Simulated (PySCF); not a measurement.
**Electronic structure of Te(2+) (tellurium, charge +2) at the LDA level**

Configuration: [Kr] 4d10 5s2 5p2, high-spin 3P determinant. Computed with PySCF 2.14 in aug-cc-pVTZ-PP with one added diffuse shell each of d, f type with ECP28MDF (6s5p5d3f, 67 functions), with scalar relativity through the core potential.

```json
{
  "Total energy": "-266.5594 hartree",
  "One-electron energy": "-450.0652 hartree",
  "Hartree (Coulomb) energy": "203.2450 hartree",
  "Exchange-correlation energy": "-19.7392 hartree",
  "⟨S²⟩": "2.0007",
  "⟨L²⟩": "2.006",
  "Sum of ⟨r⟩": "24.97 bohr",
  "Sum of ⟨r²⟩": "37.94 bohr²",
  "Traceless quadrupole moment −½Σ⟨3z² − r²⟩ along its main axis": "2.26 e·bohr²"
}
```

| shell | electrons | mean orbital energy (hartree) | spread (hartree) | rms radius, mean of both spins (bohr) |
| --- | --- | --- | --- | --- |
| 4s α | 1 | -6.76777 | 0 | 0.820 |
| 4s β | 1 | -6.76113 | 0 | 0.820 |
| 4p α | 3 | -4.94226 | 0.02060 | 0.884 |
| 4p β | 3 | -4.93510 | 0.02561 | 0.884 |
| 4d α | 5 | -2.23270 | 0.02085 | 1.05 |
| 4d β | 5 | -2.22123 | 0.02798 | 1.05 |
| 5s α | 1 | -1.23977 | 0 | 2.08 |
| 5s β | 1 | -1.18892 | 0 | 2.08 |
| 5p α | 2 | -0.84734 | 0 | 2.47 |

Energies and moments cover only the electrons outside the core potential.
